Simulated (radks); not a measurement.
Isoelectronic series with 22 electrons, all held in the configuration [Ar] 3d4, which need not be the ground one along the series. All-electron calculation, scalar-relativistic Kohn-Sham, PBEsol, spin-unpolarised, spherical densities, finite nucleus; Fermi nuclear charge, rms radius of each element as measured or else 0.836 A^(1/3) + 0.57 fm. Program: a radial shooting solver on a logarithmic mesh with Libxc functionals. Total energies (hartree) and mean radii <r> (bohr) (* marks an orbital that is empty in some or all of the ions):

ion    E (hartree)     4p*     4s*      3d      3p      3s
Cr2+   -1048.60906   3.200   2.690   1.225  0.9568  0.8985
Mn3+   -1155.08782   2.673   2.338   1.043  0.8895  0.8447
Fe4+   -1267.13888   2.319   2.079  0.9197  0.8296  0.7957
Co5+   -1384.76091   2.059   1.880  0.8282  0.7768  0.7513
Ni6+   -1507.96042   1.859   1.720  0.7562  0.7301  0.7112
Cu7+   -1636.74745   1.699   1.587  0.6975  0.6885  0.6748
Zn8+   -1771.13602   1.566   1.476  0.6483  0.6515  0.6418
Ga9+   -1911.14144   1.455   1.380  0.6063  0.6181  0.6118
Ge10+  -2056.78108   1.359   1.297  0.5699  0.5881  0.5844
As11+  -2208.07419   1.276   1.223  0.5380  0.5608  0.5592
Se12+  -2365.04051   1.203   1.158  0.5097  0.5359  0.5360
Br13+  -2527.70178   1.139   1.100  0.4844  0.5131  0.5146
Kr14+  -2696.08046   1.081   1.048  0.4617  0.4922  0.4948
Rb15+  -2870.20045   1.029   1.000  0.4411  0.4729  0.4765
Sr16+  -3050.08648  0.9824  0.9572  0.4223  0.4551  0.4594
